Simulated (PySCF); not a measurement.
C₇H₁₁BO₂.
Atom-mapped SMILES: `[CH2:1]=[CH:2][C@:3]12[CH2:4][C@:5]([B:6]([OH:7])[OH:8])([CH2:9]1)[CH2:10]2`

Structure used (PBE0-D3(BJ)/def2-SVP), in Å, numbered top down from 1:
```
atom  x, y, z in Å
C1    -2.954   -1.122    0.854
C2    -2.349   -0.027    0.389
C3    -0.895    0.075    0.143
C4    -0.186    0.404   -1.196
C5     0.973    0.218   -0.168
B6     2.519    0.338   -0.466
O7     3.142    1.544   -0.549
O8     3.292   -0.760   -0.675
C9     0.177   -1.016    0.349
C10    0.100    1.067    0.801
H11   -4.033   -1.153    1.021
H12   -2.385   -2.029    1.082
H13   -2.939    0.870    0.166
H14   -0.267   -0.354   -1.991
H15   -0.330    1.421   -1.596
H16    2.538    2.271   -0.374
H17    2.785   -1.572   -0.594
H18    0.371   -1.327    1.389
H19    0.118   -1.887   -0.326
H20    0.284    0.932    1.879
H21   -0.034    2.132    0.548
```

NICS is the negative of the GIAO shielding at a point without a nucleus: at the ring centre (0) and 1 Å above and below it (1); zz is the component along the ring normal. Level: GIAO CAM-B3LYP/pcSseg-1 (PySCF, non-relativistic, gas phase) on the PBE0-D3(BJ)/def2-SVP geometry, one conformer.

Ring bond lengths (Å): C3–C4 1.550, C4–C5 1.560, C5–C9 1.557, C9–C3 1.543; C3–C4 1.550, C4–C5 1.560, C5–C10 1.556, C10–C3 1.551.

Problem. Give the NICS values of each ring in ppm.

Solution. 
| ring | type | NICS(0) | NICS(1), two faces | NICS(1)zz, two faces | rms pucker (Å) | centre to ring atoms, mean (Å) |
| --- | --- | --- | --- | --- | --- | --- |
| C3–C4–C5–C9 | 4-membered carbocycle; formal bonds all single | -10.8 | -4.5 / -29.3 | -2.6 / -20.5 | 0.31 | 1.05 |
| C3–C4–C5–C10 | 4-membered carbocycle; formal bonds all single | -10.5 | -4.5 / -30.7 | -3.1 / -23.2 | 0.31 | 1.05 |

Problem. What do they say, and how far can they be read as aromaticity?

Solution. 
- C3–C4–C5–C9: mean NICS(1)zz -11.5 ppm, shielded. C3, C4, C5, C9 have four or more neighbours, so the value isn't read as a sign of a π ring current. The two faces differ by 17.9 ppm, so no symmetry operation interchanges them. NICS(0) lies 6 ppm above the mean NICS(1).
- C3–C4–C5–C10: mean NICS(1)zz -13.1 ppm, shielded. C3, C4, C5, C10 have four or more neighbours; no verdict on aromaticity is drawn. The two faces differ by 20.1 ppm, so no symmetry operation interchanges them. NICS(0) lies 7 ppm above the mean NICS(1).

Problem. List the ring angles.

Solution. 
- C3–C4–C5–C9: C3 87.0°, C4 75.2°, C5 86.2°, C9 75.5°; sum 324.0° against 360° for a flat convex ring.
- C3–C4–C5–C10: C3 86.4°, C4 75.2°, C5 85.9°, C10 75.3°; sum 322.9° against 360° for a flat convex ring.

Problem. How shielded are the nuclei of the rings and their hydrogens (means over atoms taken as equivalent)?

Solution. 
```json
{"atoms": "C3", "environment": "sp3 carbon at a ring junction", "σ isotropic (ppm)": "138.1"}
{"atoms": "C4 (×3)", "environment": "four-membered-ring carbon", "σ isotropic (ppm)": "130.1"}
{"atoms": "C5", "environment": "sp3 carbon bound to boron", "σ isotropic (ppm)": "156.3"}
{"atoms": "H14 (×6)", "environment": "methylene hydrogen", "σ isotropic (ppm)": "29.87"}
```

Problem. How do the values depend on the level or the medium?

Solution. 
| level | NICS(0), C3–C4–C5–C9 | mean NICS(1)zz, C3–C4–C5–C9 | NICS(0), C3–C4–C5–C10 | mean NICS(1)zz, C3–C4–C5–C10 |
| --- | --- | --- | --- | --- |
| CAM-B3LYP/pcSseg-1, gas | -10.8 | -11.5 | -10.5 | -13.1 |
| PBE0/pcSseg-1, gas | -10.9 | -11.3 | -10.7 | -13.0 |
| PBE0/pcSseg-1, IEF-PCM chloroform | -10.8 | -11.2 | -10.6 | -12.9 |
| PBE0/pcSseg-1, IEF-PCM water | -10.8 | -11.1 | -10.5 | -12.8 |

The geometry is the same throughout; the continuum's cavity takes Bondi-type radii × 1.2.

On Arm Neoverse V2, one thread, no GPU, shared host with 96 logical CPUs at a one-minute load of 54, this took 59 s wall and 1.2 GiB of memory at its peak. This is the whole shielding run at CAM-B3LYP/pcSseg-1, SCF included.
